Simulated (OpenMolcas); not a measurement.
Ir4+.

```yaml
Program: OpenMolcas
Method: RASSCF
Basis: ANO-RCC-VTZP [8s7p5d3f1g]
Scalar_Hamiltonian: DKH2, point nucleus
Active_space: 11 electrons in 8 orbitals (RAS1 5p, at most 2 holes; RAS2 5d)
State_averaging: 2S+1 = 6 even, 1 root; 2S+1 = 4 even, 24 roots; 2S+1 = 2 even, 75 roots
Spin-orbit_coupling: RASSI with atomic mean-field integrals over the reference wave functions, term energies averaged over their components
```

Levels without dynamic correlation, in cm-1 above 5d5 6S 5/2:

```tsv
Level	E
5d5 2D 3/2(2)	67230
5d5 2I 11/2 [72 %]	41462
5d5 2S 1/2	60956
5d5 2G 9/2(2)	75678
```

On this reference, MS-RASPT2, IPEA 0.25 Eh, imaginary shift 0.1 Eh (closed shells correlated: 5s) puts 5d5 2D 3/2(2) at 61420 cm-1.

Problem. Estimate the other levels at that method by one scale factor, and say how well it serves.

Solution. The factor is 61420 / 67230 = 0.914. Scaled values beside those that MS-RASPT2 gives:
```json
{"Level": "5d5 2I 11/2 [72 %]", "Scaled": "37896", "MS-RASPT2": "36710", "Miss (%)": "+3.2"}
{"Level": "5d5 2S 1/2", "Scaled": "55714", "MS-RASPT2": "54690", "Miss (%)": "+1.9"}
{"Level": "5d5 2G 9/2(2)", "Scaled": "69170", "MS-RASPT2": "68380", "Miss (%)": "+1.2"}
```
For these levels the scaled values miss MS-RASPT2 by up to 3.2 %, as correlation changes each term by its own factor, spin-orbit parts do not scale and CASPT2 has its own spread within terms. This holds within one configuration; levels of others move differently, and the target method has errors of its own against measurement.

CASPT2 breaks the degeneracy within a term, and the mean is taken; among the terms shown or strongly mixed into the levels shown the widest spread is 330 cm-1 (5d5 4G, MS-RASPT2). Active for correlation alone: 5p; no level in the range computed is led by a configuration that opens it, so any true level of that kind is missing. Without dynamic correlation excited terms often stand tens of per cent too high (terms of higher spin than the ground term too low), and those without a measured partner can miss by more than the paired ones (holds for RASSCF). Blocks of more than 70 roots (2S+1 = 2 even) ran without multistate coupling (holds for MS-RASPT2). Levels of configurations outside the active space are missing.

A share in square brackets marks a mixed level and gives the weight of the term that names it, the lowest over the columns. A number in round brackets counts repeated terms of one configuration in the order of the reference energies.
